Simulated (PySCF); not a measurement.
H$_{2}$Sb (SMILES [SbH2]), doublet, geometry from GFN2-xTB (core potentials on Sb). Base run: PySCF with DF-M062X/def2-SV(P).

PySCF was given this input:
```python
from pyscf import gto, scf, dft

mol = gto.M(
    atom='''
Sb    0.00098420    0.04681111    0.00217340
H    -1.20948095   -1.16980988   -0.03328061
H     1.15928692   -1.21755688   -0.07756283
''',
    basis='def2-sv(p)',
    ecp={'Sb': 'def2-sv(p)'},
    spin=1,
    verbose=4,
)

mf = dft.UKS(mol)
mf.xc = 'm062x'
mf = mf.density_fit(auxbasis='def2-universal-jkfit')
mf.kernel()
mf.analyze()
```

Each row names what was changed in the base input (with any setting that the change needs).

```tsv
change	basis functions	E (Eh)	HOMO (eV)	dipole (D)
base	30	-241.31909	-7.33	0.25
basis = LANL2DZ	12	-6.50951	-6.93	0.16
basis = def2-SVP	36	-241.32252	-7.33	0.23
basis = def2-SVPD	48	-241.32318	-7.35	0.36
basis = def2-TZVP	62	-241.33069	-7.39	0.37
basis = def2-TZVPD	74	-241.33086	-7.40	0.37
basis = def2-TZVPP	78	-241.33140	-7.39	0.38
basis = def2-QZVP	142	-241.33332	-7.41	0.39
basis = def2-QZVPP	142	-241.33332	-7.41	0.39
```

Totals compare only among sets that treat the same electrons; sets with core potentials leave the core out.

Open shells are given as the SCF converged; they aren't shown to be the lowest states, and a large step between rows can be another state.
